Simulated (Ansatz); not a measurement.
Geometry optimisation, RKS PBE0-D4/def2-SVP in Ansatz 0.2.0.

Input:

```yaml
crystal:
  periodic: [false, false, false]
  atoms:
    - { symbol: Ge, position_ang: [0.0, 0.0, 0.0] }
    - { symbol: Cl, position_ang: [0.0, 0.0, 2.57] }
    - { symbol: Cl, position_ang: [2.0935, 0.0, -0.7393] }
    - { symbol: H, position_ang: [-0.73, 1.2648, -0.5162] }
    - { symbol: Cl, position_ang: [-1.0456, -1.8115, -0.7393] }
    - { symbol: F, position_ang: [1.0334, -1.5693, 0.6243] }
    - { symbol: H, position_ang: [0.7728, -1.1735, 1.7575] }
basis:
  gaussian: { orbitals: def2-SVP }
hamiltonian:
  xc: pbe0
  dispersion: d4
relax:
  f_tol: 0.15
  max_steps: 25
  restrain:
    - { distance: [0, 5], at: 2.88, k: 30.0 }
    - { distance: [6, 1], at: 2.57, k: 30.0 }
    - { distance: [0, 1], at: 2.22, k: 30.0 }
    - { distance: [6, 5], at: 0.92, k: 30.0 }
```

Launched with:

```bash
$ ansatz run input.yaml --threads 4 --pin off --max-ram 5120MiB --backend cpu --events-out ev --progress --plain --runs-dir out
```

Task: Where does it end, and by what steps?

Result: The forces met the threshold. The restraints hold the end off the free minimum. After 8 steps the energy has fallen by 2.533 eV (the restraints' own energy left out); H7 moved furthest, 0.82 Å. Parted: Ge1–F6 (1.98 → 2.89 Å). Joined: F6–H7 (1.23 → 0.92 Å).

```
step  energy less start (eV)  largest force component (eV/Å)  accepted
   0                  0.0000                           4.902       yes
   1                 -0.7276                           4.476       yes
   2                 -1.0901                           3.906       yes
   3                 -1.6833                           2.824       yes
   4                 -2.4182                           0.702       yes
   5                 -2.5156                           0.611       yes
   6                 -2.5282                           0.579       yes
   7                 -2.5302                           0.630       yes
   8                 -2.5335                           0.581       yes
```

```xyz
7
Properties=species:S:1:pos:R:3
Ge -0.108 0.187 -0.054
Cl -0.157 0.302 2.143
Cl 1.895 0.300 -0.769
H -0.862 1.424 -0.540
Cl -1.140 -1.543 -0.744
F 1.293 -2.098 1.017
H 1.204 -1.861 1.904
```

Time of the run: 14 s on 4 threads of Intel(R) Xeon(R) Platinum 8488C (Sapphire Rapids) (shared host), peak memory 0.31 GiB.
